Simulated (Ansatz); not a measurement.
`CCP(C(C)(C)C)C(C)(C)C` at its PBE0-D4/def2-TZVP geometry, where that method's forces vanish. Total charge 0; spin multiplicity 1.

| atom | x (Å) | y (Å) | z (Å) |
| --- | --- | --- | --- |
| C1 | 1.082 | -2.606 | -1.517 |
| C2 | 1.094 | -1.128 | -1.151 |
| P3 | -0.485 | -0.550 | -0.365 |
| C4 | -0.562 | 1.228 | -1.001 |
| C5 | -1.084 | 1.084 | -2.434 |
| C6 | -1.599 | 2.012 | -0.201 |
| C7 | 0.748 | 2.008 | -1.035 |
| C8 | -0.062 | -0.552 | 1.475 |
| C9 | 0.437 | -1.965 | 1.783 |
| C10 | 0.987 | 0.448 | 1.942 |
| C11 | -1.359 | -0.344 | 2.257 |
| H12 | 0.246 | -2.830 | -2.185 |
| H13 | 0.975 | -3.247 | -0.641 |
| H14 | 2.007 | -2.890 | -2.026 |
| H15 | 1.956 | -0.886 | -0.521 |
| H16 | 1.217 | -0.543 | -2.065 |
| H17 | -1.196 | 2.076 | -2.886 |
| H18 | -0.401 | 0.512 | -3.067 |
| H19 | -2.055 | 0.585 | -2.454 |
| H20 | -2.536 | 1.457 | -0.103 |
| H21 | -1.820 | 2.955 | -0.714 |
| H22 | -1.240 | 2.261 | 0.799 |
| H23 | 0.575 | 2.985 | -1.502 |
| H24 | 1.152 | 2.188 | -0.040 |
| H25 | 1.516 | 1.502 | -1.624 |
| H26 | 0.528 | -2.087 | 2.868 |
| H27 | 1.418 | -2.160 | 1.347 |
| H28 | -0.259 | -2.726 | 1.420 |
| H29 | 0.627 | 1.476 | 1.882 |
| H30 | 1.240 | 0.253 | 2.991 |
| H31 | 1.912 | 0.375 | 1.365 |
| H32 | -1.168 | -0.476 | 3.328 |
| H33 | -1.775 | 0.654 | 2.118 |
| H34 | -2.118 | -1.069 | 1.956 |

**Question.** For each bond, give half the difference of the two atoms' forces along it (eV/Å; positive pushes the atoms apart) under PBE-D4, r2SCAN-D4, B3LYP-D4, ωB97M-V in def2-TZVPP. (Estimate.)

**Answer.** Ansatz gave: 
| bond | length (Å) | PBE-D4 | r2SCAN-D4 | B3LYP-D4 | ωB97M-V |
| --- | --- | --- | --- | --- | --- |
| C2–H16 | 1.093 | 0.12 | -0.04 | -0.14 | -0.09 |
| C4–C6 | 1.526 | 0.01 | 0.08 | 0.13 | 0.13 |
| C4–C7 | 1.526 | -0.02 | 0.08 | 0.14 | 0.12 |
| C5–H17 | 1.095 | 0.12 | -0.03 | -0.09 | -0.08 |
| C5–H18 | 1.093 | 0.10 | -0.04 | -0.08 | -0.06 |
| C5–H19 | 1.092 | 0.09 | -0.04 | -0.08 | -0.06 |
| C6–H20 | 1.093 | 0.10 | -0.03 | -0.07 | -0.05 |
| C7–H23 | 1.096 | 0.11 | -0.02 | -0.07 | -0.07 |
| C7–H24 | 1.089 | 0.10 | -0.05 | -0.10 | -0.07 |
| C7–H25 | 1.092 | 0.10 | -0.04 | -0.09 | -0.07 |
| C8–C11 | 1.529 | 0.02 | 0.09 | 0.14 | 0.13 |
| C9–H27 | 1.092 | 0.10 | -0.04 | -0.09 | -0.06 |
| C10–H30 | 1.096 | 0.11 | -0.03 | -0.07 | -0.07 |
| C10–H31 | 1.093 | 0.10 | -0.03 | -0.08 | -0.05 |

B3LYP here is the variant with VWN-RPA as its local correlation; programs differ in this.
